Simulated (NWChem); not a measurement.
C₂H₃F₃Si; SMILES C=C[Si](F)(F)F

```xyz
9

C      0.0003     2.4059    -0.0015
C      0.7686     1.3084    -0.0091
Si     0.0218    -0.3681    -0.0001
F      0.4105    -1.2165    -1.2961
F      0.4814    -1.2319     1.2619
F     -1.5706    -0.2523     0.0433
H     -1.0855     2.3460     0.0114
H      0.4228     3.4089    -0.0073
H      1.8528     1.4180    -0.0211
```
Atoms are numbered in this order, from 1.

Program: NWChem. Coordinates come from a B3LYP/6-31G* (spherical d) optimisation.

**Question.** Estimate the computed values for Hartree-Fock/def2-TZVP. Quantities: highest occupied level (eV); orbital gap (eV); dipole (D).

**Answer.** 
| Item | Result |
|---|---|
| highest occupied level (eV) | -11.32 |
| orbital gap (eV) | 13.88 |
| dipole (D) | 2.96 |
